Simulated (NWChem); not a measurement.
System: C3H5O, doublet; SMILES OC(C)=[CH]

```xyz
9

C     -1.2042    -0.8445     0.0000
C     -0.1111    -0.0954     0.0000
C     -0.1209     1.3984     0.0000
O      1.1637    -0.5818     0.0000
H     -1.4998    -1.8911     0.0000
H     -1.1458     1.7882     0.0000
H      0.4114     1.7760     0.8875
H      0.4114     1.7760    -0.8875
H      1.1307    -1.5456     0.0000
```
Atoms are numbered in this order, from 1.

Computed with NWChem. Spin-unrestricted. In the optimisation the excess spin sits in a' (Cs, its own frame). All runs use the structure optimised with PBE0/def2-SVP, spin-unrestricted. No stability test was run on the SCF state. Total energies compare along this basis series because the functional is fixed.

| level | basis functions | energy (Ha) | highest occupied level (eV) | lowest empty minus highest occupied level, either spin (eV) | dipole (D) | <S²> | relative time |
|---|---|---|---|---|---|---|---|
| B3LYP/def2-SVP | 81 | -192.3014 | -6.13 | 3.94 | 0.91 | 0.760 | 1 |
| B3LYP/def2-SVPD | 123 | -192.3188 | -6.42 | 3.86 | 0.79 | 0.759 | 2 |
| B3LYP/def2-TZVP | 154 | -192.5257 | -6.35 | 3.85 | 0.86 | 0.759 | 5 |
| B3LYP/def2-TZVPP | 194 | -192.5289 | -6.35 | 3.85 | 0.82 | 0.759 | 4 |

The last column is a rough cost ratio, cheapest run = 1.
